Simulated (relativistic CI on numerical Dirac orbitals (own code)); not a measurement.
## Sensitivity of the levels of Lu⁴⁹⁺ to α and to the nuclear radius

These numbers are calculated, not measured: Dirac-Coulomb-Breit CI, KLI orbitals optimised for each configuration, derivatives by finite differences, unscaled Slater integrals, QED left out (own radial code, finite nucleus).

Configuration list (outside the closed core [Ne] 3s2): 3p6.3d4, 3p5.3d5, 3p4.3d6, 3p6.3d3.4p, 3p6.3d2.4s2, 3p6.3d2.4s.4p. Levels of other configurations are missing.

With x = (α/α₀)² − 1 an excitation energy changes as ω = ω₀ + qx; K = 2q/ω₀ is the relative enhancement. Terms are leading LS components, so labels can repeat. The field-shift factor is F = δν/δ⟨r²⟩ for the transition from the lowest level.

Lowest level 3p6.3d4 3P_0.

```csv
Level,ω₀ (cm⁻¹),q (cm⁻¹),K,F (GHz/fm²)
3p6.3d4 5D_1,413046,485200,2.35,9.87
3p6.3d4 3F_4,509085,473600,1.86,10.3
3p6.3d4 5D_2,528299,509200,1.93,10.8
3p6.3d4 3F_3,557093,500400,1.8,10.9
3p6.3d4 5D_0,895287,966900,2.16,20
3p6.3d4 5D_2,903002,941100,2.08,19.6
3p6.3d4 3H_4,917956,961800,2.1,20.1
3p6.3d4 5D_3,934919,963800,2.06,20.2
3p6.3d4 3H_5,965323,948700,1.97,20.2
3p6.3d4 1I_6,988091,942900,1.91,20.3
3p6.3d4 3P_1,1002320,978300,1.95,20.7
3p6.3d4 3F_3,1032005,949100,1.84,20.5
3p6.3d4 3G_4,1033179,958600,1.86,20.7
3p6.3d4 3D_2,1047064,965600,1.84,20.8
3p6.3d4 3F_2,1140006,975600,1.71,21.3
3p6.3d4 3F_4,1185286,979500,1.65,21.5
3p6.3d4 1D_2,1280699,1.001e+06,1.56,22.3
3p6.3d4 3P_0,1389491,1.081e+06,1.56,24.1
3p6.3d4 5D_4,1404052,1.426e+06,2.03,29.9
3p6.3d4 3F_3,1413973,1.436e+06,2.03,30.1
3p6.3d4 3D_1,1454295,1.437e+06,1.98,30.3
3p6.3d4 3G_5,1460463,1.438e+06,1.97,30.4
3p6.3d4 3H_6,1465396,1.429e+06,1.95,30.4
```

At this charge energies of transitions that change n are usually good to better than 1 %, and those within a shell (Δn = 0) to a few per cent.
